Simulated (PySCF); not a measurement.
sulfur hexafluoride, F6S, SMILES FS(F)(F)(F)(F)F, point group Oh.

Force field and properties: PBE0/pcSseg-1 (PySCF, grid level 2). Vibrational terms come from second-order perturbation theory with semi-diagonal cubic constants, by steps of ±0.6 along the normal coordinates of each isotopologue. The parent has the commonest isotopes.

Equilibrium geometry (Å):

```json
{"atom": "F1", "x": "-1.1240", "y": "-0.4683", "z": "-1.0490"}
{"atom": "S2", "x": "0.0019", "y": "0.0028", "z": "-0.0155"}
{"atom": "F3", "x": "-0.4004", "y": "1.5292", "z": "-0.2723"}
{"atom": "F4", "x": "1.0637", "y": "0.0830", "z": "-1.2087"}
{"atom": "F5", "x": "0.4042", "y": "-1.5236", "z": "0.2413"}
{"atom": "F6", "x": "-1.0599", "y": "-0.0774", "z": "1.1778"}
{"atom": "F7", "x": "1.1278", "y": "0.4739", "z": "1.0180"}
```

Species: parent. Output of the displacement run:

```
mode    cm-1    km/mol   phi_rrr   E(+)/cm-1  E(-)/cm-1
  1    321.84     0.01      -0.0      57.93      57.93
  2    323.22     0.01      -0.0      58.18      58.18
  3    325.08     0.00       0.0      58.51      58.51
  4    479.45     0.00       7.6      86.58      86.04
  5    480.80     0.00      -5.6      86.35      86.75
  6    481.43     0.00      10.4      87.03      86.28
  7    569.68    31.49      -0.0     102.56     102.56
  8    571.18    30.76      -0.0     102.82     102.83
  9    572.41    30.28      -0.0     103.05     103.05
 10    641.13     0.00      -2.4     115.37     115.55
 11    641.34     0.00     -47.8     113.77     117.20
 12    732.71     0.00     -88.0     128.76     135.09
 13    964.23   433.08      -0.0     173.68     173.68
 14    965.40   433.71      -0.0     174.05     174.05
 15    967.56   434.23       0.1     174.25     174.23
```

For the shielding of F5 (σe = 62.94 ppm):

```tsv
mode	ω (cm⁻¹)	Σr φrrs (cm⁻¹)	∂σ/∂q	∂²σ/∂q²
1	322	0	0.040	-1.821
2	323	0	0.069	-1.635
3	325	0	0.034	-1.787
4	479	-2	0.006	-1.271
5	481	-16	0.017	-2.254
6	481	7	-0.025	-1.721
7	570	0	-3.692	-2.153
8	571	0	0.507	-2.637
9	572	0	-3.829	-2.142
10	641	-1	0.203	0.472
11	641	0	-13.965	-0.463
12	733	-723	-31.197	-3.452
13	964	0	26.756	-2.378
14	965	0	-6.240	-1.122
15	968	1	-28.537	-2.558
```

Task: Work out the zero-point average of this shielding.

Result: With ⟨qs⟩ = −Σr φrrs/(4ωs) and ⟨qs²⟩ = 1/2: the mean displacements are 0.000, 0.000, 0.000, 0.001, 0.008, -0.003, 0.000, 0.000, 0.000, 0.001, 0.000, 0.247, 0.000, 0.000, 0.000. The anharmonic term Σ (∂σ/∂q)⟨q⟩ is -7.69 ppm, the harmonic term ¼ Σ ∂²σ/∂q² is -6.73 ppm, so ⟨σ⟩ = 48.52 ppm.
